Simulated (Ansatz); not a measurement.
A single point on C₄H₇InO, SMILES `C#C[C](C)(O)[InH2]`.

```yaml
crystal:
  periodic: [false, false, false]
  atoms:
    - {symbol: C, position_ang: [-2.148029, 0.357740, 1.293064]}
    - {symbol: C, position_ang: [-1.079280, 0.168830, 0.769813]}
    - {symbol: C, position_ang: [0.199210, -0.054794, 0.144559]}
    - {symbol: C, position_ang: [0.343001, -1.473352, -0.372983]}
    - {symbol: O, position_ang: [1.285258, 0.287899, 1.023246]}
    - {symbol: In, position_ang: [0.614961, 1.538586, -1.329035]}
    - {symbol: H, position_ang: [-3.092654, 0.535946, 1.749255]}
    - {symbol: H, position_ang: [-0.450030, -1.709609, -1.086280]}
    - {symbol: H, position_ang: [1.306725, -1.604193, -0.868436]}
    - {symbol: H, position_ang: [0.276380, -2.194206, 0.451171]}
    - {symbol: H, position_ang: [1.109395, -0.081035, 1.897262]}
    - {symbol: H, position_ang: [1.646148, 1.118504, -2.649473]}
    - {symbol: H, position_ang: [-0.011107, 3.109685, -1.022152]}
basis:
  gaussian: {orbitals: def2-QZVPP}
correlation: {method: mp2}
```

```sh
$ ansatz run in.yaml --threads 4 --pin off --events-out ev --progress --plain --max-ram 10444MiB
```

It prints (some lines left out):

```
Functional definition: HF
3503 factors; integrals over basis functions are off by at most 7.3e-4 eV
mean field evaluation 1: about -11412.8061 eV, gradient 4.4e1 eV
mean field evaluation 2: about -11412.9996 eV, gradient 4.4e1 eV
mean field evaluation 4: about -11417.9510 eV, gradient 5.7e0 eV
mean field evaluation 8: about -11418.0520 eV, gradient 4.8e-1 eV
mean field -11418.05282399 eV, -419.6057018474 hartree, gradient 1.9e-6 eV, S^2 0.000000; 0 other end points of the search recorded, 0 dependent functions left out
9 core orbitals not correlated: weight in the atoms' cores, before any rotation towards them, 1.000 or more for the frozen orbitals, at most 0.000 for the correlated occupied ones
reference -11418.05282399 eV, -419.6057018474 hartree; 21, 21 occupied and 547, 547 virtual orbitals, 3503 factors
second order -38.89916473 eV of doubles, -0.00000000 eV of singles
Total energy: -11456.95198872 eV, -421.0352197845 hartree
```

It took 110 s on 4 threads of an AMD EPYC 7571 on a shared host, with 4.9 GiB of host memory at the peak.
